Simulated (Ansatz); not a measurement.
The cluster GaP₂, relaxed as a doublet with UKS PBE0-D4/def2-TZVP in Ansatz, starting from the GFN1-xTB geometry. Force threshold 0.02 eV/Å.

The structure comes from a short search, and lower isomers may exist.

Start:

| atom | x (Å) | y (Å) | z (Å) |
| --- | --- | --- | --- |
| Ga1 | 0.2270 | 1.4044 | 0.7715 |
| P2 | -0.2162 | -1.1652 | 0.4885 |
| P3 | -0.0108 | -0.2393 | -1.2600 |

Problem. Estimate the energy that the relaxation releases and the steps that it takes.

Solution. 0.01 eV, in 3 steps; 6 s on 4 threads of Arm Neoverse V1 on a shared host. No frequencies were taken in this run, so the end may be a saddle point.

Problem. Does the start keep its bonding and symmetry?

Solution. By distances, no bond broke or formed. The bond that changes most is P2–P3, from 1.99 to 1.96 Å (atoms count from 1). Point group C2v at the start, C2v at the end, both within 0.05 Å.

Problem. Predict the relaxed structure.

Solution. 
Cartesian coordinates in Å:
```
Ga 0.226 1.401 0.769
P -0.214 -1.157 0.477
P -0.012 -0.244 -1.246
```
Bond lengths: 2 × Ga–P 2.61 Å; 1 × P–P 1.96 Å.
